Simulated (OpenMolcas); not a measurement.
## 4d⁶ along the 42-electron sequence

| Property | Result |
| --- | --- |
| Program | OpenMolcas 26.06 |
| Method | RASSCF |
| Basis | ANO-RCC-VQZP |
| Scalar Hamiltonian | DKH2, point nucleus |
| Spin-orbit coupling | RASSI with atomic mean-field integrals over the reference wave functions, term energies averaged over their components |

Active space for each ion: 12 electrons in 8 orbitals (RAS1 4p, at most 2 holes; RAS2 4d).

Computed levels in cm-1 above ⁵D₄:

```
                               Level   Rh3+   Pd4+   Ag5+
                                 ⁵D₃   1563   2006   2561
                                 ⁵D₂   2448   3079   3831
                                 ⁵D₁   3031   3812   4753
                                 ⁵D₀   3307   4153   5169
                              ³P₂(1)  18833  20790  22629
                                 ³H₆  21344  23672  25864
                                 ³H₅  21650  23973  26133
                              ³F₃(1)  22479  25008  27445
                                 ³H₄  22969  25757  28543
weight of ⁵D in the lowest level (%)     98     98     97
```

Mixed levels, with the weight of the term that names them: Rh3+ ³H₄ (63 %), Pd4+ ³H₄ (62 %), Ag5+ ³H₅ (73 %), Ag5+ ³H₄ (61 %).

Measured, with the error of the calculation in %. Measured levels: Ag5+ from the list in Gamrath, thesis, University of Mons (2023).

```
 Level           Ag5+
   ⁵D₃    2692 (-4.9)
   ⁵D₂    3953 (-3.1)
   ⁵D₁    4941 (-3.8)
   ⁵D₀    5380 (-3.9)
³P₂(1)   21042 (+7.5)
   ³H₆  21512 (+20.2)
   ³H₅  21812 (+19.8)
³F₃(1)  24441 (+12.3)
   ³H₄  25144 (+13.5)
```

The fine-structure level ⁵D₀ changes by a factor of 1.56 from Rh3+ to Ag5+. Its fourth root runs 7.58, 8.03, 8.48, with steps per unit of Z of 0.44, 0.45; equal steps would mean a (Z - σ)^4 law with constant σ.

³P₂(1) changes by a factor of 1.2 over the same range, with steps per unit of Z of +1960, +1840 cm-1.

Without dynamic correlation excited terms often stand tens of per cent too high (terms of higher spin than the ground term too low), and those without a measured partner can miss by more than the paired ones. Active for correlation alone: 4p; no level in the range computed is led by a configuration that opens it, so any true level of that kind is missing. Computed and measured levels are paired by configuration, term and J; levels that our copy of the source lacks, or whose pairing is in doubt (as where it misses far off the trend of its configuration), stay unpaired and out of the deviations. Levels of configurations outside the active space are missing.

A number in round brackets counts repeated terms of one configuration in the order of the reference energies.
